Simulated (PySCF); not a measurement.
A species of formula CH8InN has this rotational fingerprint, computed with PBE0-D3(BJ)/def2-SVP geometry optimisation, gas phase, def2 core potentials past Kr (PySCF):

```
Rotational constants : A = 19593, B = 2448, C = 2325 MHz
Dipole components    : |μa| = 4.74 D, |μb| = 1.31 D, |μc| = 0.01 D
Inertial defect      : -14.91 u·Å²
κ                    : -0.99
```

Task: Which candidate fits, each taken in the one conformer that was computed?
A. `[H][In]([H])([H])<-[NH2]C`
B. `[CH3][InH2-][NH3+]`

Result: A. It is [H][In]([H])([H])<-[NH2]C, a near-prolate asymmetric top. The candidates at the same level (rigid rotor, commonest isotopes):

| SMILES | A (MHz) | B (MHz) | C (MHz) | μa (D) | μb (D) | μc (D) | Δ (u·Å²) | point group | rotor |
| --- | --- | --- | --- | --- | --- | --- | --- | --- | --- |
| [H][In]([H])([H])<-[NH2]C | 19593 | 2448 | 2325 | 4.74 | 1.31 | 0.01 | -14.91 | – | near-prolate asymmetric top |
| [CH3][InH2-][NH3+] | 7070 | 4449 | 2973 | 4.16 | 2.47 | 0.01 | -15.11 | near Cs | asymmetric top |

`[CH3][InH2-][NH3+]` has B 82 % too high. No structure here is proved a minimum.
